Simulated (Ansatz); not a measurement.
Relaxation of the cluster Cu3F4⁻ with RKS r2SCAN-D4/def2-SVPD.

```sh
$ ansatz run in.yaml --threads 4 --pin off --events-out ev --progress --plain --max-ram 4787MiB
```

```yaml
crystal:
  periodic: [false, false, false]
  atoms:
    - {symbol: Cu, position_ang: [-0.004800, 0.008510, -0.046200]}
    - {symbol: Cu, position_ang: [-1.430030, 3.292870, 0.643630]}
    - {symbol: Cu, position_ang: [1.431320, -3.297830, -0.619590]}
    - {symbol: F, position_ang: [2.191410, -4.835490, -0.906690]}
    - {symbol: F, position_ang: [0.630920, -1.652980, -0.336520]}
    - {symbol: F, position_ang: [-0.645420, 1.668890, 0.239600]}
    - {symbol: F, position_ang: [-2.173410, 4.816030, 1.025770]}
basis:
  gaussian: {orbitals: def2-SVPD}
total_charge: -1
hamiltonian: {xc: r2scan, dispersion: d4}
scf: {lower_state_search: "off"}
output: {orbitals: {seedname: orbitals}}
relax: {f_tol: 0.02, max_steps: 100}
```

Hardware: 4 threads of Arm Neoverse V2 on a shared host. Wall time 12 s.

Positions (Å) and forces (eV/Å) at steps 1, 2, 3 of 3:

```xyz
7
step=1 energy=-144766.0104 eV
Cu   -0.005    0.009   -0.046   -0.003   -0.003    0.001
Cu   -1.430    3.293    0.644    0.299   -0.636   -0.151
Cu    1.431   -3.298   -0.620   -0.300    0.640    0.098
F     2.191   -4.835   -0.907    0.333   -0.703   -0.119
F     0.631   -1.653   -0.337    0.103   -0.260   -0.040
F    -0.645    1.669    0.240   -0.087    0.232    0.036
F    -2.173    4.816    1.026   -0.345    0.730    0.175
7
step=2 energy=-144766.0349 eV
Cu   -0.006    0.007   -0.045   -0.002   -0.002   -0.001
Cu   -1.438    3.301    0.647    0.178   -0.376   -0.090
Cu    1.440   -3.305   -0.625   -0.180    0.381    0.057
F     2.198   -4.861   -0.909    0.196   -0.419   -0.069
F     0.640   -1.658   -0.340    0.074   -0.166   -0.027
F    -0.654    1.673    0.244   -0.063    0.146    0.027
F    -2.179    4.843    1.028   -0.203    0.435    0.103
7
step=3 energy=-144766.0512 eV
Cu   -0.005    0.006   -0.039    0.000   -0.001    0.002
Cu   -1.455    3.316    0.653   -0.002   -0.005    0.001
Cu    1.457   -3.318   -0.638    0.002    0.005   -0.001
F     2.193   -4.911   -0.918   -0.001   -0.008   -0.001
F     0.691   -1.653   -0.348    0.004    0.001   -0.001
F    -0.701    1.664    0.271   -0.004   -0.001    0.002
F    -2.180    4.897    1.018    0.001    0.008   -0.002
```

The relaxation made no stability test and no search for a lower SCF solution. No other spin state of charge -1 was run. Another isomer (singlet) lies 0.36 eV lower at r2SCAN-D4/def2-TZVPD; other spin states weren't run for this one.
